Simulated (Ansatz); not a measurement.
```yaml
crystal:
  periodic: [false, false, false]
  atoms:
    - {symbol: F, position_ang: [-1.148796, 1.721060, 0.312884]}
    - {symbol: Si, position_ang: [-0.265417, 0.842003, -0.575918]}
    - {symbol: Si, position_ang: [0.574562, -0.814104, 0.860946]}
    - {symbol: I, position_ang: [-1.896638, -0.214504, -2.231798]}
    - {symbol: H, position_ang: [0.499994, 1.722473, -1.411356]}
    - {symbol: H, position_ang: [1.551045, -0.178863, 1.859271]}
    - {symbol: H, position_ang: [1.320079, -1.931206, -0.183231]}
    - {symbol: H, position_ang: [-0.521558, -1.541612, 1.516488]}
basis:
  gaussian: {orbitals: def2-SVPD}
magnetization: {spin_polarized: true, initial_magnetization: 2}
hamiltonian: {xc: {name: PBE-QIDH}}
relax: {f_tol: 0.001, max_steps: 1}
output: {forces: true}
```

```sh
$ ansatz run in.yaml --threads 4 --pin off --events-out ev --progress --plain --max-ram 10444MiB
```

Shortened log:

```
Functional definition: PBE-QIDH
1526 factors; integrals over basis functions are off by at most 3.0e-4 eV
mean field evaluation 1: about -26598.2756 eV, gradient 1.9e1 eV
mean field evaluation 2: about -26598.2912 eV, gradient 1.9e1 eV
mean field evaluation 4: about -26599.9401 eV, gradient 1.9e0 eV
mean field evaluation 8: about -26600.1312 eV, gradient 4.2e-1 eV
mean field evaluation 16: about -26600.1600 eV, gradient 2.2e-2 eV
mean field evaluation 32: about -26600.1603 eV, gradient 1.8e-6 eV
mean field -26600.16029255 eV, -977.5378605148 hartree, gradient 8.8e-6 eV, S^2 2.013121; 6 other end points of the search recorded, 0 dependent functions left out
15 core orbitals not correlated: weight in the atoms' cores, before any rotation towards them, 1.000 or more for the frozen orbitals, at most 0.000 for the correlated occupied ones
reference -26600.16031404 eV, -977.5378613047 hartree; 19, 17 occupied and 104, 106 virtual orbitals, 1526 factors
second order -15.91375998 eV of doubles, -0.00000000 eV of singles
relax step   1: F+E_penalty+E_count = -26605.46487920 eV  Δ(F+E_penalty+E_count) = +0.000e0 eV  max|allowed force component| = 3.989e0 eV/Å  Δτ_max = 0.0000 Å  (183 SCF iters, accepted)
Error: geometry relaxation did not converge after 1 steps: max|allowed force component| = 3.99e0 eV/Å (threshold 1.0e-3). Raise `relax.max_steps` over both its present limit and 1, loosen `relax.f_tol`, or start from a geometry closer to equilibrium. Where this run's directory can be resumed (`checkpoint.write`), a resume goes on for up to `relax.max_steps` more
```

In this input the relaxation is allowed too few steps for its threshold. The calculation stopped without meeting its thresholds.
